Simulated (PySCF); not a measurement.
ReOCl5, SMILES [O]=[Re]([Cl])([Cl])([Cl])([Cl])[Cl], multiplicity 1. Atoms are numbered in the order given.

```xyz
7

Re     0.0000     0.0000    -0.2039
O      0.0000     0.0000    -1.8980
Cl     1.6408     1.6408    -0.0938
Cl     1.6408    -1.6408    -0.0938
Cl    -1.6408     1.6408    -0.0938
Cl    -1.6408    -1.6408    -0.0938
Cl     0.0000     0.0000     2.1678
```
Charge 0, spin multiplicity 1.

Geometry optimised at B3LYP-D3(BJ)/def2-SVP. The spin state was assumed, not searched. The def2 effective core potentials stand for the cores of Re; spin–orbit coupling is left out.

Method: PBE/def2-TZVP (PySCF).

ESP charges are fitted to the potential on shells at 1.4 to 2.0 van der Waals radii. Atomic charges (e):

```json
[
 {"atom": "Re1", "Löwdin": "-0.49", "ESP fit": "?"},
 {"atom": "O2", "Löwdin": "-0.10", "ESP fit": "?"},
 {"atom": "Cl3", "Löwdin": "0.14", "ESP fit": "?"},
 {"atom": "Cl4", "Löwdin": "0.14", "ESP fit": "?"},
 {"atom": "Cl5", "Löwdin": "0.14", "ESP fit": "?"},
 {"atom": "Cl6", "Löwdin": "0.14", "ESP fit": "?"},
 {"atom": "Cl7", "Löwdin": "0.04", "ESP fit": "?"}
]
```

Problem. Some entries are withheld; supply them. (Estimate from the structure and the level; the computed values follow.)

Solution. 
- Re1, ESP fit: -0.05
- O2, ESP fit: -0.02
- Cl3, ESP fit: 0.04
- Cl4, ESP fit: 0.04
- Cl5, ESP fit: 0.04
- Cl6, ESP fit: 0.04
- Cl7, ESP fit: -0.09
